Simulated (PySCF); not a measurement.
C2H4ClFOSi, SMILES CC(=O)[Si@@H](F)Cl.

Geometry optimised at B3LYP-D3(BJ)/def2-SVP. The structure was generated by enumeration; whether it is a known compound was not checked. Other conformers were not sampled.

These are B3LYP-D3(BJ)/def2-SVP run with PySCF values and carry that method's errors.

Frequencies are harmonic and unscaled.

| mode | ν (cm⁻¹) | IR (km/mol) | Raman (Å⁴/amu) | depolarisation | moving atoms (share of kinetic energy) |
|---|---|---|---|---|---|
| 1 | 24 | 4.7 | 1.3 | 0.75 | O 34 %, C 27 %, H 14 %, Cl 12 %, F 11 % |
| 2 | 104 | 2.2 | 2.1 | 0.74 | Cl 35 %, F 19 %, O 15 %, Si 12 %, C 11 %, H 8 % |
| 3 | 138 | 14.0 | 0.3 | 0.72 | C 39 %, F 25 %, H 19 % |
| 4 | 146 | 0.5 | 0.1 | 0.41 | H 92 % |
| 5 | 228 | 6.1 | 1.6 | 0.71 | F 54 %, Cl 20 %, O 13 % |
| 6 | 337 | 3.6 | 6.5 | 0.29 | O 34 %, F 20 %, Si 17 %, C 14 %, Cl 11 % |
| 7 | 399 | 39.6 | 2.5 | 0.33 | Si 43 %, H 21 %, O 21 %, C 13 % |
| 8 | 476 | 7.3 | 1.2 | 0.39 | C 56 %, H 26 % |
| 9 | 557 | 77.0 | 9.0 | 0.16 | Si 46 %, Cl 32 %, H 11 % |
| 10 | 638 | 2.9 | 13.4 | 0.37 | C 42 %, H 25 %, Si 17 %, O 14 % |
| 11 | 785 | 165.5 | 7.3 | 0.75 | H 82 %, Si 14 % |
| 12 | 814 | 40.6 | 8.2 | 0.75 | H 83 %, F 13 % |
| 13 | 905 | 174.7 | 1.8 | 0.23 | Si 44 %, F 44 %, H 12 % |
| 14 | 940 | 2.7 | 3.9 | 0.53 | H 47 %, C 42 %, O 10 % |
| 15 | 984 | 8.1 | 0.8 | 0.73 | H 57 %, C 41 % |
| 16 | 1167 | 31.0 | 2.2 | 0.46 | C 65 %, H 30 % |
| 17 | 1356 | 39.4 | 4.6 | 0.75 | H 72 %, C 28 % |
| 18 | 1426 | 17.5 | 14.4 | 0.73 | H 95 % |
| 19 | 1433 | 16.2 | 17.9 | 0.75 | H 96 % |
| 20 | 1784 | 114.5 | 15.0 | 0.72 | C 60 %, O 39 % |
| 21 | 2304 | 100.7 | 157.2 | 0.18 | H 96 % |
| 22 | 3023 | 0.2 | 127.2 | 0.00 | H 97 % |
| 23 | 3102 | 1.5 | 55.9 | 0.74 | H 91 %, C 9 % |
| 24 | 3149 | 4.4 | 95.1 | 0.65 | H 90 %, C 10 % |
